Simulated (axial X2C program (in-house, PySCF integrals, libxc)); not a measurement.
**Working with the constants of SrAg²⁺**

A bond curve at the PBE0 level, 2c, was computed with an in-house all-electron X2C program for linear molecules (integrals from PySCF) (basis Ag dyall-v2z [10s10p7d2f], Sr dyall-v2z [10s11p7d] (cores contracted in-house)) for the state Ω = 1/2 (⟨Sz⟩ = 0.50, ⟨Lz⟩ = 0.00 at PBE0). Its fit gives Re = 3.4363 Å, ωe = 71.5 cm⁻¹, ωexe = 0.326 cm⁻¹ and αe = 1.700e-04 cm⁻¹; the masses are 106.9051 and 87.9056 u. Two-component means X2C with spin–orbit coupling and atomic mean-field Coulomb and Gaunt terms.

(1) Find the reduced mass, Be and the force constant.

(2) A Morse curve ties αe to the other constants (Pekeris). How well does that hold?

(3) Estimate the centrifugal constant by the Kratzer relation.

One determinant describes the state; a PBE0 search over occupations chose it and may have missed a lower one. Density functionals use the spin component along the axis (collinear).

Answers

(1) From the PBE0 values: μ = 48.2394 u. Be = 16.8576/(μ Re²) = 0.02959 cm⁻¹. k = 5.8918×10⁻⁷ μ ωe² = 0.145 mdyn/Å.

(2) αe(Morse) = 6Be²/ωe × (√(ωexe/Be) − 1) = 1.704e-04 cm⁻¹; the PBE0 curve gives 1.700e-04 cm⁻¹, a ratio of 1.00.

(3) D = 4Be³/ωe² = 2.03e-08 cm⁻¹.
